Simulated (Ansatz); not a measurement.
Consider the ligand exchange at the Si–F bond: `O[SiH2][SiH](O)F` + H₂S → `O[SiH2][SiH](O)S` + H–F.

Isolated molecules relaxed with PBE0-D4/def2-TZVP in Ansatz; ΔE leaves out vibrations. CBS: MP2 limit from def2 TZ/QZ plus the TZ coupled-cluster correction, frozen cores. This one scheme is used for every species. Functionals use def2-TZVPP. One conformer a species, not always the lowest.

`O[SiH2][SiH](O)F`:

```xyz
10

O    -1.078    1.407   -0.064
Si   -0.721    0.015   -0.901
Si    0.955   -0.868    0.492
O     1.475    0.386    1.403
F     0.316   -2.015    1.410
H    -1.776    1.976   -0.392
H    -0.232    0.325   -2.276
H    -1.924   -0.853   -1.045
H     2.142   -1.474   -0.151
H     0.843    1.101    1.522
```

H₂S:

Cartesian coordinates in Å:
```
S -0.197 -0.336 0.482
H -0.672 -0.114 -0.752
H 0.869 0.450 0.270
```

`O[SiH2][SiH](O)S`:

Z-matrix (Å, degrees):
```
Si
Si 1 2.344
O 1 1.655 2 107.1
H 1 1.492 2 110.6 3 -122.1
H 1 1.483 2 112.0 3 116.3
S 2 2.140 1 112.2 3 -72.8
O 2 1.656 1 101.7 3 47.7
H 2 1.489 1 117.0 3 169.8
H 3 0.960 1 115.7 2 -49.4
H 6 1.345 2 94.8 1 43.8
H 7 0.960 2 117.4 1 -170.0
```

H–F:

Cartesian coordinates in Å:
```
F 0.069 -0.314 0.329
H -0.069 0.314 -0.329
```

```json
{"level": "PBE0", "ΔE (eV)": "0.74"}
{"level": "MP2/CBS(def2)", "ΔE (eV)": "0.72"}
```

Question: What does CCSD(T)/CBS give? (Best estimate.)

Answer: Computed: +0.78 eV. The listed levels differ from it by -0.04, -0.06 eV.

Largest T1 diagnostic among the species: 0.012.

In def2-TZVPP, CCSD(T) changes the Hartree–Fock value by −0.24 eV (the triples alone add −0.05 eV) and MP2 by −0.30 eV. The D4 term adds −0.10 eV with B3LYP and −0.06 eV with PBE0; it sums over pairs of atoms, weighted by their polarisabilities, and B3LYP, whose exchange is more repulsive, gets the larger term.

B3LYP here is the variant with VWN-RPA as its local correlation; programs differ in this.
